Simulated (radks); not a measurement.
Q: The cobalt ion Co0.25+, 26.75 electrons, occupied as [Ar] 3d(up 4.75, down 4) (fractional occupations, a model configuration). Calculated with a radial shooting solver on a logarithmic mesh with Libxc functionals: scalar-relativistic Kohn-Sham, PBEsol, spin-polarised, spherical densities, finite nucleus; Fermi nuclear charge, rms radius 3.7875 fm. Some entries of the table are withheld. Estimate them.

orbital  occ.  eigenvalue (eV)  r(max) (bohr)  <r^2> (bohr^2)
1s down     1        -7579.997        0.03680        0.004252
1s up       1        -7579.997        0.03680        0.004252
2s up       1        -891.7906         0.2133         0.07718
2s down     1        -891.4307         0.2132         0.07713
2p up       3        -763.2274            (1)         0.06223
2p down     3        -762.9548            (2)         0.06218
3s up       1         -96.7951         0.6702          0.7029
3s down     1         -96.0387         0.6703          0.7038
3p up       3              (3)         0.6807          0.8091
3p down     3              (4)         0.6809          0.8111
3d up    4.75          -4.1849            (5)           2.326
3d down     4          -3.5654            (6)           2.550

A: 
(1) 2p up r(max) (bohr): 0.1720
(2) 2p down r(max) (bohr): 0.1720
(3) 3p up eigenvalue (eV): -60.3759
(4) 3p down eigenvalue (eV): -59.6343
(5) 3d up r(max) (bohr): 0.6813
(6) 3d down r(max) (bohr): 0.6834
